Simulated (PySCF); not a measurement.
Ligands exchanged one at a time, Ga SiH3-H. Gas-phase values, no solvent. Strings in code marks are SMILES.

Level of theory: PBE0-D3(BJ)/def2-TZVP (PySCF). Excitations are Tamm–Dancoff values on a coarser integration grid. The basis has no diffuse functions, so Rydberg states are missing or too high.

```csv
species,S1–T1 gap (TDA) (eV),dipole moment (D),LUMO (eV),T1 excitation (TDA) (eV)
0 of 3 SiH3 replaced by H (`[SiH3][Ga]([SiH3])[SiH3]`),0.58,0.19,-2.64,2.80
1 of 3 SiH3 replaced by H (`[SiH3][GaH][SiH3]`),0.64,0.11,…,2.96
2 of 3 SiH3 replaced by H,…,…,-2.15,3.48
3 of 3 SiH3 replaced by H (`[GaH3]`),–,0.00,-1.82,–
```

Problem. What belongs in the gaps?

Solution. 
- 1 of 3 SiH3 replaced by H (`[SiH3][GaH][SiH3]`), LUMO (eV): -2.43
- 2 of 3 SiH3 replaced by H, S1–T1 gap (TDA) (eV): 0.69
- 2 of 3 SiH3 replaced by H, dipole moment (D): 0.12
